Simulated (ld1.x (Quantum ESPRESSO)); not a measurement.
**Configuration tests for N (Z = 7) (RRKJ)**

- Element: nitrogen (N)
- Generator: ld1.x (Quantum ESPRESSO) 7.5
- Type: norm-conserving RRKJ (Kleinman–Bylander form)
- Functional: PBE
- Relativity: non-relativistic
- Frozen core: [He]
- Valence charge: 5
- Reference configuration: 2s2 2p3
- Partial waves: 2s (bound): rc 0.85 bohr; 2p (bound): rc 1.80 bohr
- Local potential: all-electron potential smoothed inside 0.65 bohr (lloc = -2)
- Core correction: none

Energies are relative to the spin-unpolarised reference configuration 2s2 2p3; without spin polarisation the order of configurations can differ from experiment.

```csv
valence configuration,charge,ΔE all-electron (eV),error AE − PS (meV)
2s2 2p1,+2,42.456,+312
2s2 2p0,+3,89.541,+1362
2s1 2p0,+4,167.310,+2310
2s1 2p3,+1,25.345,-58
2s1 2p4,0,11.477,-1.8
2s0 2p5,0,22.981,-6.6
```

Problem. What are ΔE and the potential's error for 2s2 2p2?

Solution. ΔE = 13.597 eV all-electron; the error (AE − PS) is +31 meV.
